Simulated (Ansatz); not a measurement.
Two shapes of singlet SiF₄.

Shape 1:

```xyz
5

Si    0.0052   -0.0473    0.0154
F     0.8949    0.8975    0.8743
F     0.8808   -0.9181   -0.8802
F    -0.8752    0.8868   -0.9125
F    -0.8692   -0.9265    0.9304
```

Shape 2:

```xyz
5

Si   -0.0018   -0.0096    0.0021
F     0.9229    0.9127    0.9095
F     0.9147   -0.9199   -0.9249
F    -0.9091    0.9229   -0.9178
F    -0.9141   -0.9071    0.9112
```

Basis set: STO-3G (spherical functions). Frozen core: 9 orbitals. Charge 0, multiplicity 1.

Computed with Ansatz (development build ahead of 0.2.0); each method stands on the lowest determinant of its kind that the runs found.

Which shape is lower in energy, and by how much in each method?

```json
{"method": "RHF", "E(2) − E(1) (eV)": "-0.143"}
{"method": "RHF-MP2", "E(2) − E(1) (eV)": "-0.236"}
```

Shape 2 is lower.
